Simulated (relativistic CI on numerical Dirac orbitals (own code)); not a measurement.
**What each ingredient does to the levels of Co15+**

Base calculation: Dirac-Coulomb-Breit CI, KLI orbitals optimised for each configuration, model QED (radiative potential, 1s self-energy scaled to tabulated hydrogen-like ionisation energies), unscaled Slater integrals.

CI space (outside the closed core [Ne]): 3s2, 3s.3p, 3p2, 3s.3d, 3d2, 3p.3d, 3p.4s, 3s.4s, 3d.4s, 3s.4p, 3s.4d, 3s.4f, 3s.5s, 3s.5p, 3s.5d, 4s2, 3s.5f, 3s.5g, 3s.6s, 3s.6p, 3s.6d. Levels of other configurations are missing.

Variants: (1) Breit term removed. Shifts of the energy above 3s2 1S_0, in cm⁻¹, for the lowest level and the first level of each name with at least 55 % of one term (blank where a level changes its place among those of its configuration and J or its character, or is not in the variant):

```csv
Level,Base,Δ(1)
3s2 1S_0,0,0
3s.3p 3P°_0,247808,-682
3s.3p 3P°_1,254800,-458
3s.3p 3P°_2,272021,+50
3s.3p 1P°_1,381009,-96
3p2 3P_0,592777,-1086
3p2 1D_2,598948,-336
3p2 3P_1,605235,-658
3p2 3P_2,625979,+76
3p2 1S_0,712307,-233
3s.3d 3D_1,727956,+539
3s.3d 3D_2,729234,+737
3s.3d 3D_3,731236,+991
3s.3d 1D_2,825115,+587
```

At this charge energies of transitions that change n are usually good to better than 1 %, and those within a shell (Δn = 0) to a few per cent.

Ionisation energy from the two ground configurations alone: base 508.241 eV; Breit term removed 508.385 eV. The NIST ASD value (semi-empirical) is 511.96 eV.

LS names give the leading component of a level, which can be under half, so a name can repeat, a term be missing and a line seem to break the LS rules.
